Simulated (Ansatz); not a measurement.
H4NOSbSi (`O[SiH]1[NH][SbH]1`), relaxed with RKS PBE0-D4/def2-TZVP in Ansatz from a PBE-D4/def2-SVP geometry. The force threshold is 0.005 eV/Å; the program also tests the step.

The species carries charge 0 and has multiplicity 1. Sb: def2 effective core potential.

Start:

```xyz
8

O    -1.545    0.914   -0.914
Si   -0.554   -0.045    0.047
N     0.908    0.630    0.590
Sb    1.712   -0.828   -0.830
H    -2.447    0.570   -1.043
H    -1.400   -0.793    1.041
H     1.287    1.573    0.702
H     2.040   -2.022    0.406
```

(1) By how much does the energy fall, and how many steps does the optimiser take? (An estimate is asked.)

(2) Which bonds change most? (An estimate is asked.)

(3) Give the relaxed structure. (Best estimate.)

Answers

(1) Computed: 0.09 eV, in 18 steps, 2 of them rejected.

(2) Ansatz gave: N3–Sb4 from 2.188 to 2.112 Å; Si2–Sb4 from 2.552 to 2.507 Å; O1–Si2 from 1.681 to 1.641 Å; Si2–N3 from 1.699 to 1.662 Å.

(3) Computed: 
```xyz
8

O    -1.544    0.856   -0.932
Si   -0.539   -0.034    0.011
N     0.899    0.653    0.484
Sb    1.699   -0.809   -0.814
H    -2.455    0.560   -0.991
H    -1.358   -0.760    1.016
H     1.316    1.509    0.802
H     1.983   -1.974    0.425
```
